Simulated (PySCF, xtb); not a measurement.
PbBr2, SMILES [Br][Pb][Br] (connectivity only; charge and spin as stated), neutral, multiplicity 1.

GFN2-xTB in xtb 6.7.1 at its own geometry gives an orbital gap of 2.64 eV and a dipole moment of 8.00 D.

Coordinates come from a r2SCAN-D4/def2-SVP optimisation. The isomer is the one that the SMILES or the coordinates give; other isomers of the formula were not compared. The def2 effective core potentials stand for the cores of Pb; spin–orbit coupling is left out.

Problem. What does HF/def2-TZVPD run with PySCF give? (The exact figures need the calculation; the answer reports its results.)

Solution. gap 9.41 eV (levels -10.15 and -0.75 eV), dipole 4.94 D.
